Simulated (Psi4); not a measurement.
F5Ta, triplet, geometry from GFN2-xTB (such geometries of metal compounds can be far from the true shape) (the multiplicity is a formal guess) (core potentials on Ta); SVWN/def2-SV(P) in Psi4.

The Psi4 input:
```
memory 2 GB

molecule mol {
0 3
Ta    0.149281    0.145348   -0.058022
F     1.294397   -0.621438    1.142922
F    -1.060864    0.848819   -1.233691
F    -0.484601    1.249807    1.253422
F     0.718134   -1.022426   -1.344191
F    -1.677899   -1.633695    0.652163
}

set {
  basis def2-sv(p)
  reference uks
}

energy('svwn')
print_variables()
```

**Question.** What does Psi4 print? Leave out banner, timings and long lists.

**Answer.** 
```
   => Loading Basis Set <=

    Name: DEF2-SV(P)
    Role: ORBITAL
    Keyword: BASIS

    !!!  WARNING: ECP capability is in beta. Please check occupations closely.  !!!

         ---------------------------------------------------------
                                   SCF
               by Justin Turney, Rob Parrish, Andy Simmonett
                          and Daniel G. A. Smith
                              UKS Reference
         ---------------------------------------------------------

  ==> Geometry <==

    Molecular point group: c1
    Full point group: C1

    Geometry (in Angstrom), charge = 0, multiplicity = 3:

       Center              X                  Y                   Z               Mass
    ------------   -----------------  -----------------  -----------------  -----------------
         TA           0.134755363646     0.131205125848    -0.052376421040   180.947995800000
         F            1.279871363646    -0.635580874152     1.148567578960    18.998403162730
         F           -1.075389636354     0.834676125848    -1.228045421040    18.998403162730
         F           -0.499126636354     1.235664125848     1.259067578960    18.998403162730
         F            0.703608363646    -1.036568874152    -1.338545421040    18.998403162730
         F           -1.692424636354    -1.647837874152     0.657808578960    18.998403162730

  Running in c1 symmetry.

  Rotational constants: A =      0.06752  B =      0.06752  C =      0.06643 [cm^-1]
  Rotational constants: A =   2024.16304  B =   2024.16241  C =   1991.51948 [MHz]
  Nuclear repulsion =  302.617466183845295

  Charge       = 0
  Multiplicity = 3
  Electrons    = 58
  Nalpha       = 30
  Nbeta        = 28

  ==> Algorithm <==

  SCF Algorithm Type is DF.
  DIIS enabled.
  MOM disabled.
  Fractional occupation disabled.
  Guess Type is SAD.
  Energy threshold   = 1.00e-06
  Density threshold  = 1.00e-06
  Integral threshold = 1.00e-12

  ==> Primary Basis <==

  Basis Set: DEF2-SV(P)
    Blend: DEF2-SV(P)
    Number of shells: 41
    Number of basis functions: 95
    Number of Cartesian functions: 102
    Spherical Harmonics?: true
    Max angular momentum: 2

  Core potential: DEF2-SV(P)
    Number of shells: 4
    Number of ECP primitives: 10
    Number of ECP core electrons: 60
    Max angular momentum: 3

  ==> DFT Potential <==

   => LibXC <=

    Version 7.1.2
    S. Lehtola, C. Steigemann, M. J. T. Oliveira, and M. A. L. Marques,  SoftwareX 7, 1–5 (2018) (10.1016/j.softx.2017.11.002)

   => Composite Functional: SVWN <=

    Slater exchange
    Vosko, Wilk & Nusair (VWN5_RPA)
    P. A. M. Dirac,  Math. Proc. Cambridge Philos. Soc. 26, 376 (1930) (10.1017/S0305004100016108)
    F. Bloch,  Z. Phys. 57, 545 (1929) (10.1007/BF01340281)
    S. H. Vosko, L. Wilk, and M. Nusair,  Can. J. Phys. 58, 1200 (1980) (10.1139/p80-159)

    Deriv               =              1
    GGA                 =          FALSE
    Meta                =          FALSE

    Exchange Hybrid     =          FALSE
    MP2 Hybrid          =          FALSE

   => Exchange Functionals <=

    1.0000         XC_LDA_X

   => Correlation Functionals <=

    1.0000   XC_LDA_C_VWN_RPA

   => LibXC Density Thresholds  <==

    XC_LDA_C_VWN_RPA:  1.00E-15
    XC_LDA_X:  1.00E-15

   => Molecular Quadrature <=

    Radial Scheme          =       TREUTLER
    Pruning Scheme         =           NONE
    Nuclear Scheme         =       TREUTLER

    Blocking Scheme        =         OCTREE
    BS radius alpha        =              1
    Pruning alpha          =              1
    Radial Points          =             75
    Spherical Points       =            302
    Total Points           =         131093
    Total Blocks           =           1059
    Max Points             =            256
    Max Functions          =             91
    Weights Tolerance      =       1.00E-15

   => Loading Basis Set <=

    Name: (DEF2-SV(P) AUX)
    Role: JKFIT
    Keyword: DF_BASIS_SCF

  ==> Integral Setup <==

  SCF_SUBTYPE=INCORE selected. In-core MEM_DF algorithm will be used.
  Using in-core AOs.

  ==> MemDFJK: Density-Fitted J/K Matrices <==

    J tasked:                   Yes
    K tasked:                    No
    wK tasked:                   No
    Algorithm:                 Core
    Schwarz Cutoff:           1E-12
    Mask sparsity (%):       4.7424
    Fitting Condition:        1E-10

   => Auxiliary Basis Set <=

  Basis Set: (DEF2-SV(P) AUX)
    Blend: DEF2-UNIVERSAL-JKFIT
    Number of shells: 170
    Number of basis functions: 612
    Number of Cartesian functions: 806
    Spherical Harmonics?: true
    Max angular momentum: 6

  Minimum eigenvalue in the overlap matrix is 1.3415881638E-02.
  Reciprocal condition number of the overlap matrix is 3.5019675577E-03.
    Using symmetric orthogonalization.

  ==> Pre-Iterations <==

  SCF Guess: Superposition of Atomic Densities via on-the-fly atomic UHF (no occupation information).

 WARNING: Atomic UHF is not converging! Try casting from a smaller basis or call Rob at CCMST.
   -------------------------
    Irrep   Nso     Nmo
   -------------------------
     A         95      95
   -------------------------
    Total      95      95
   -------------------------

  ==> Iterations <==

                           Total Energy        Delta E     RMS |[F,P]|

   @DF-UKS iter SAD:  -552.69998096250310   -5.52700e+02   0.00000e+00
   @DF-UKS iter   1:  -553.57458007699597   -8.74599e-01   8.35706e-03 ADIIS/DIIS
   @DF-UKS iter   2:  -551.75556739132560    1.81901e+00   2.42813e-02 ADIIS/DIIS
   @DF-UKS iter   3:  -553.73854722091835   -1.98298e+00   3.55134e-03 ADIIS/DIIS
   @DF-UKS iter   4:  -553.46523040803731    2.73317e-01   7.33717e-03 ADIIS/DIIS
   @DF-UKS iter   5:  -553.77382804792558   -3.08598e-01   1.74001e-03 ADIIS/DIIS
   @DF-UKS iter   6:  -553.77863055570197   -4.80251e-03   1.43265e-03 ADIIS/DIIS
   @DF-UKS iter   7:  -553.51682129021071    2.61809e-01   6.28760e-03 ADIIS/DIIS
[...]
   @DF-UKS iter  46:  -553.51249986940093    2.65150e-03   6.36716e-03 ADIIS/DIIS
   @DF-UKS iter  47:  -553.50149912501035    1.10007e-02   6.58003e-03 ADIIS/DIIS
   @DF-UKS iter  48:  -553.49665955062017    4.83957e-03   6.67856e-03 ADIIS/DIIS
   @DF-UKS iter  49:  -553.77886338475139   -2.82204e-01   1.36404e-03 ADIIS/DIIS
   @DF-UKS iter  50:  -553.50049966899826    2.78364e-01   6.62008e-03 ADIIS/DIIS
   @DF-UKS iter  51:  -553.78121987095790   -2.80720e-01   1.16039e-03 ADIIS/DIIS
   @DF-UKS iter  52:  -553.77844303634743    2.77683e-03   1.48786e-03 ADIIS/DIIS
   @DF-UKS iter  53:  -553.78109703701796   -2.65400e-03   1.16305e-03 ADIIS/DIIS
   @DF-UKS iter  54:  -553.52048700428429    2.60610e-01   6.22523e-03 ADIIS/DIIS
   @DF-UKS iter  55:  -553.52175801483645   -1.27101e-03   6.20035e-03 ADIIS/DIIS
   @DF-UKS iter  56:  -553.52275625944378   -9.98245e-04   6.18069e-03 ADIIS/DIIS
   @DF-UKS iter  57:  -553.52221952012610    5.36739e-04   6.19121e-03 ADIIS/DIIS
   @DF-UKS iter  58:  -553.51805532266712    4.16420e-03   6.27886e-03 ADIIS/DIIS
   @DF-UKS iter  59:  -553.52268137238298   -4.62605e-03   6.18086e-03 ADIIS/DIIS
   @DF-UKS iter  60:  -553.77984679743520   -2.57165e-01   1.32794e-03 ADIIS/DIIS
   @DF-UKS iter  61:  -553.51916532789710    2.60681e-01   6.24768e-03 ADIIS/DIIS
   @DF-UKS iter  62:  -553.51691066175033    2.25467e-03   6.28862e-03 ADIIS/DIIS
   @DF-UKS iter  63:  -553.51607020020333    8.40462e-04   6.30800e-03 ADIIS/DIIS
   @DF-UKS iter  64:  -553.51124742210220    4.82278e-03   6.38488e-03 ADIIS/DIIS
   @DF-UKS iter  65:  -553.49394453468187    1.73029e-02   6.74375e-03 ADIIS/DIIS
   @DF-UKS iter  66:  -553.50607750445602   -1.21330e-02   6.49362e-03 ADIIS/DIIS
   @DF-UKS iter  67:  -553.51232260519134   -6.24510e-03   6.38018e-03 ADIIS/DIIS
   @DF-UKS iter  68:  -553.51297029428736   -6.47689e-04   6.37106e-03 ADIIS/DIIS
   @DF-UKS iter  69:  -553.51327895398344   -3.08660e-04   6.36731e-03 ADIIS/DIIS
   @DF-UKS iter  70:  -553.51281097211631    4.67982e-04   6.37182e-03 ADIIS/DIIS
   @DF-UKS iter  71:  -542.75504224394751    1.07578e+01   3.03245e-02 ADIIS/DIIS
   @DF-UKS iter  72:  -553.55538269542410   -1.08003e+01   7.76490e-03 ADIIS/DIIS
   @DF-UKS iter  73:  -553.70819954215801   -1.52817e-01   4.17398e-03 ADIIS/DIIS
   @DF-UKS iter  74:  -553.73093581327839   -2.27363e-02   3.61218e-03 ADIIS/DIIS
   @DF-UKS iter  75:  -553.74538598099571   -1.44502e-02   3.10962e-03 ADIIS/DIIS
   @DF-UKS iter  76:  -553.76778969093084   -2.24037e-02   2.08257e-03 ADIIS/DIIS
   @DF-UKS iter  77:  -553.77813039076170   -1.03407e-02   1.46445e-03 ADIIS/DIIS
   @DF-UKS iter  78:  -553.49572495616076    2.82405e-01   6.70147e-03 ADIIS/DIIS
   @DF-UKS iter  79:  -553.48420316311297    1.15218e-02   6.90390e-03 ADIIS/DIIS
   @DF-UKS iter  80:  -553.47726068856025    6.94247e-03   7.03816e-03 ADIIS/DIIS
   @DF-UKS iter  81:  -553.49534084106517   -1.80802e-02   6.70435e-03 ADIIS/DIIS
   @DF-UKS iter  82:  -553.49487621186825    4.64629e-04   6.71558e-03 ADIIS/DIIS
   @DF-UKS iter  83:  -553.50831223196121   -1.34360e-02   6.44405e-03 ADIIS/DIIS
   @DF-UKS iter  84:  -553.50594296030306    2.36927e-03   6.50696e-03 ADIIS/DIIS
   @DF-UKS iter  85:  -553.51702884868018   -1.10859e-02   6.29195e-03 ADIIS/DIIS
   @DF-UKS iter  86:  -553.77720207947402   -2.60173e-01   1.53839e-03 ADIIS/DIIS
   @DF-UKS iter  87:  -553.77974799037690   -2.54591e-03   1.29732e-03 ADIIS/DIIS
   @DF-UKS iter  88:  -553.51655883772014    2.63189e-01   6.30255e-03 ADIIS/DIIS
   @DF-UKS iter  89:  -553.52327710024144   -6.71826e-03   6.17099e-03 ADIIS/DIIS
   @DF-UKS iter  90:  -553.52766777699514   -4.39068e-03   6.14477e-03 ADIIS/DIIS
   @DF-UKS iter  91:  -553.52266624111394    5.00154e-03   6.18889e-03 ADIIS/DIIS
   @DF-UKS iter  92:  -553.77944930309650   -2.56783e-01   1.39510e-03 ADIIS/DIIS
   @DF-UKS iter  93:  -553.52159313723814    2.57856e-01   6.20081e-03 ADIIS/DIIS
   @DF-UKS iter  94:  -553.51789697918014    3.69616e-03   6.28450e-03 ADIIS/DIIS
   @DF-UKS iter  95:  -553.51724552243115    6.51457e-04   6.28612e-03 ADIIS/DIIS
   @DF-UKS iter  96:  -553.51566325436750    1.58227e-03   6.31682e-03 ADIIS/DIIS
   @DF-UKS iter  97:  -553.51437847051363    1.28478e-03   6.34136e-03 ADIIS/DIIS
   @DF-UKS iter  98:  -553.77721478832075   -2.62836e-01   1.60648e-03 ADIIS/DIIS
   @DF-UKS iter  99:  -553.51473782591563    2.62477e-01   6.33617e-03 ADIIS/DIIS
   @DF-UKS iter 100:  -553.51881839259795   -4.08057e-03   6.25477e-03 ADIIS/DIIS

PsiException: Could not converge SCF iterations in 100 iterations.

  Failed to converge.

Traceback (most recent call last):
  File "psi4", line 375, in <module>
  File "<string>", line 27, in <module>
  File "site-packages/psi4/driver/driver.py", line 533, in energy
  File "site-packages/psi4/driver/procrouting/proc.py", line 2760, in run_scf
  File "site-packages/psi4/driver/procrouting/proc.py", line 2047, in scf_helper
  File "site-packages/psi4/driver/procrouting/scf_proc/scf_iterator.py", line 93, in scf_compute_energy
  File "site-packages/psi4/driver/procrouting/scf_proc/scf_iterator.py", line 86, in scf_compute_energy
  File "site-packages/psi4/driver/procrouting/scf_proc/scf_iterator.py", line 609, in scf_iterate

psi4.driver.p4util.exceptions.SCFConvergenceError: Could not converge SCF iterations in 100 iterations.

Printing out the relevant lines from the Psithon --> Python processed input file:
    F    -1.677899   -1.633695    0.652163
    ""","mol")
    core.IO.set_default_namespace("mol")
    core.set_global_option("BASIS", "def2-sv(p)")
    core.set_global_option("REFERENCE", "uks")
--> energy('svwn')
    print_variables()

!-------------------------------------------------------!
!                                                       !
!  Could not converge SCF iterations in 100 iterations. !
!                                                       !
!-------------------------------------------------------!
```

The run did not converge; its last values are not results.
